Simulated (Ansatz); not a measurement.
Computed with Ansatz on PBE0-D4/def2-TZVP structures; ΔE is electronic, products minus reactants. CCSD(T)/CBS is the MP2 limit (def2-TZVPP, def2-QZVPP) plus CCSD(T) − MP2 in def2-TZVPP, frozen cores. This one scheme is used for every species. Functionals use def2-TZVPP. For Br outer-core shells are correlated without core-valence functions, which leaves a few kJ/mol of doubt a bond. Scalar relativity is left out up to krypton. One conformer a species, not always the lowest.

Reaction (formal exchange of groups at a C–Cl bond): `ClC(Cl)Br` + `ClCBr` → `Cl[C@H](Br)[C@H](Cl)Br` + HCl

`ClC(Cl)Br`:

Cartesian coordinates in Å:
```
Cl -1.461 -0.773 0.555
C 0.059 -0.027 0.098
Cl 0.977 -1.050 -0.991
Br -0.222 1.730 -0.660
H 0.646 0.120 0.998
```

`ClCBr`:

```xyz
5

Cl    1.017   -1.050   -0.875
C    -0.084   -0.097    0.105
Br   -0.027    1.789   -0.297
H     0.191   -0.209    1.149
H    -1.098   -0.433   -0.081
```

`Cl[C@H](Br)[C@H](Cl)Br`:

Cartesian coordinates in Å:
```
Cl -1.677 0.721 -1.186
C -0.073 0.599 -0.464
Br 1.256 0.440 -1.865
C 0.001 -0.593 0.477
Cl -1.246 -0.482 1.719
Br 1.744 -0.685 1.318
H 0.134 1.527 0.063
H -0.138 -1.527 -0.063
```

HCl:

```xyz
2

Cl    0.268    0.279   -0.509
H    -0.268   -0.279    0.509
```

| species | CAM-B3LYP-D4 energy (Eh) |
| --- | --- |
| `ClC(Cl)Br` | -3533.42635 |
| `ClCBr` | -3073.80679 |
| `Cl[C@H](Br)[C@H](Cl)Br` | -6146.41566 |
| HCl | -460.83237 |

(1) Work out ΔE.

(2) What do rigid-rotor, harmonic-oscillator terms from PBE0-D4/def2-TZVP frequencies (298.15 K, 1 bar) make of the CCSD(T)/CBS value? (Estimate.)

Largest T1 diagnostic among the species: 0.009.

Results:

(1) ΔE = (-6146.41566) + (-460.83237) − (-3533.42635) − (-3073.80679) = -0.01489 Eh = -39.1 kJ/mol. CCSD(T)/CBS gives -49.6 kJ/mol.

(2) Computed: ΔZPE = -9.4 kJ/mol, ΔH = -55.5 kJ/mol, ΔS = -39 J/(mol·K), ΔG = -43.9 kJ/mol. Modes under 50 cm⁻¹ make the entropy rough.

In def2-TZVPP, CCSD(T) changes the Hartree–Fock value by −23.1 kJ/mol (the triples alone add −2.6 kJ/mol) and MP2 by −29.9 kJ/mol. From BLYP to BHLYP (50 % exact exchange), in def2-TZVPP and without D4, ΔE moves by −14.1 kJ/mol.
